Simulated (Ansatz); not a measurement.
`[F][Sn]([SiH3])([Cl])[Cl]` + HCl → `[SiH3][Sn]([Cl])([Cl])[Cl]` + H–F at 400 K and 1 bar (ligand exchange at the Sn–F bond).

Calculated with Ansatz (gas phase, PBE0-D4/def2-TZVP geometries, no zero-point term in ΔE). CCSD(T)/CBS is the MP2 limit (def2-TZVPP, def2-QZVPP) plus CCSD(T) − MP2 in def2-TZVPP, frozen cores. This one scheme is used for every species. def2 core potentials past Kr. For Sn outer-core shells are correlated without core-valence functions, which leaves a few kJ/mol of doubt a bond.

```json
{"species": "`[F][Sn]([SiH3])([Cl])[Cl]`", "CCSD(T)/CBS energy (Eh)": "-1524.38995", "H − E (kJ/mol)": "115.8", "S (J/(mol·K))": "452.1"}
{"species": "HCl", "CCSD(T)/CBS energy (Eh)": "-460.38127", "H − E (kJ/mol)": "29.6", "S (J/(mol·K))": "195.4"}
{"species": "`[SiH3][Sn]([Cl])([Cl])[Cl]`", "CCSD(T)/CBS energy (Eh)": "-1884.38944", "H − E (kJ/mol)": "114.9", "S (J/(mol·K))": "453.9"}
{"species": "H–F", "CCSD(T)/CBS energy (Eh)": "-100.39570", "H − E (kJ/mol)": "36.5", "S (J/(mol·K))": "182.2"}
```

H − E and S are ideal-gas, rigid-rotor, harmonic terms from PBE0-D4/def2-TZVP. 1 Eh = 2625.50 kJ/mol, R = 8.31446 J/(mol·K).

By hand: ΔE, ΔH, ΔS and ΔG.

ΔE = (-1884.38944) + (-100.39570) − (-1524.38995) − (-460.38127) = -0.01392 Eh = -36.5 kJ/mol. Δ(H − E) = 114.9 + 36.5 − 115.8 − 29.6 = 6.0, so ΔH = -30.5 kJ/mol. ΔS = 453.9 + 182.2 − 452.1 − 195.4 = -11.4 J/(mol·K). ΔG = -30.5 − 400 × (-11.4)/1000 = -25.9 kJ/mol.

By hand: the equilibrium constant, and the temperature at which ΔG would vanish if ΔH and ΔS stayed fixed.

log₁₀ K = −ΔG/(RT ln 10) = 3.4. ΔG = 0 at ΔH/ΔS = 2675 K, far beyond where these terms or the molecules hold.

The number of gas molecules stays the same, so ΔS is small and ΔH decides. A doubt of 5 kJ/mol in ΔE shifts log₁₀ K by 0.7 here. Modes under 60 cm⁻¹, often nearly free rotors, make the harmonic entropy too high. These are equilibria of isolated gas molecules and say nothing of rates. Largest T1 diagnostic: 0.013 (customary marks: 0.02 for closed shells, 0.045 for open ones).
